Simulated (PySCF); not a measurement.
Isomers of C8H10NP, mass 151.055 u with the commonest isotopes. Theory: PBE0/pcSseg-1 in PySCF (dipole) on a GFN2-xTB geometry, gas phase. One conformer each, none proved a minimum here; rigid rotors.

**Question.** Order these by rotational constant C, largest first.
A. `[CH3:1][c:2]1[cH:3][p:4][cH:5][c:6]([CH:7]2[CH2:8][CH2:9]2)[n:10]1` with C5–C6–C7–C8 -145°
B. `[CH3:1][c:2]1[cH:3][p:4][c:5]([CH:6]2[CH2:7][CH2:8]2)[cH:9][n:10]1` with P4–C5–C6–C7 35°
C. `[CH2:1]=[P:2]1([c:3]2[cH:4][cH:5][n:6][cH:7][cH:8]2)[CH2:9][CH2:10]1` with C1–P2–C3–C4 -87°
D. `[CH2:1]=[CH:2][c:3]1[cH:4][p:5][cH:6][n:7]1[CH:8]1[CH2:9][CH2:10]1` with C1–C2–C3–C4 9°, C6–N7–C8–C9 -114°

**Answer.** C (695.0 MHz), D (662.1 MHz), A (638.2 MHz), B (618.6 MHz).

**Question.** Order these by rotational constant B, smallest first.
A. `[CH:1]#[C:2][CH2:3][n:4]1[cH:5][p:6][cH:7][c:8]1[CH2:9][CH3:10]` with C2–C3–N4–C5 103°, C7–C8–C9–C10 90°
B. `[CH2:1]=[CH:2][c:3]1[cH:4][p:5][cH:6][n:7]1[CH:8]1[CH2:9][CH2:10]1` with C1–C2–C3–C4 9°, C6–N7–C8–C9 -114°
C. `[CH3:1][c:2]1[p:3][cH:4][cH:5][n:6][c:7]1[CH:8]1[CH2:9][CH2:10]1` with N6–C7–C8–C9 -33°
D. `[CH3:1][c:2]1[cH:3][p:4][c:5]([CH:6]2[CH2:7][CH2:8]2)[cH:9][n:10]1` with P4–C5–C6–C7 35°
E. `[CH3:1][c:2]1[cH:3][p:4][cH:5][c:6]([CH:7]2[CH2:8][CH2:9]2)[n:10]1` with C5–C6–C7–C8 -145°

**Answer.** D (723.7 MHz), E (900.8 MHz), C (919.5 MHz), A (969.9 MHz), B (1136 MHz).

**Question.** Order these by dipole moment, smallest first.
A. `[CH3:1][c:2]1[cH:3][p:4][cH:5][c:6]([CH:7]2[CH2:8][CH2:9]2)[n:10]1` with C5–C6–C7–C8 -145°
B. `[CH2:1]=[P:2]1([c:3]2[cH:4][cH:5][n:6][cH:7][cH:8]2)[CH2:9][CH2:10]1` with C1–P2–C3–C4 -87°
C. `[CH3:1][c:2]1[cH:3][p:4][c:5]([CH:6]2[CH2:7][CH2:8]2)[cH:9][n:10]1` with P4–C5–C6–C7 35°
D. `[CH2:1]=[CH:2][c:3]1[cH:4][p:5][cH:6][n:7]1[CH:8]1[CH2:9][CH2:10]1` with C1–C2–C3–C4 9°, C6–N7–C8–C9 -114°

**Answer.** A (0.34 D), C (0.89 D), B (1.91 D), D (3.84 D).

| SMILES | point group | Ia (u·Å²) | Ib (u·Å²) | Ic (u·Å²) | κ | μa (D) | μb (D) | μc (D) |
| --- | --- | --- | --- | --- | --- | --- | --- | --- |
| Cc1cpc(C2CC2)cn1 | – | 161.20 | 698.32 | 817.03 | -0.92 | 0.80 | 0.39 | 0.05 |
| C=Cc1cpcn1C1CC1 | C1 | 351.82 | 444.78 | 763.34 | 0.22 | 3.77 | 0.65 | 0.34 |
| C=P1(c2ccncc2)CC1 | – | 194.18 | 711.20 | 727.21 | -0.98 | 0.20 | 0.24 | 1.89 |
| Cc1pccnc1C1CC1 | Cs | 241.42 | 549.61 | 748.63 | -0.66 | 0.39 | 0.85 | 0.00 |
| Cc1cpcc(C2CC2)n1 | – | 273.31 | 561.02 | 791.93 | -0.57 | 0.26 | 0.21 | 0.05 |
| C#CCn1cpcc1CC | C1 | 341.36 | 521.04 | 738.21 | -0.28 | 3.58 | 0.74 | 0.85 |
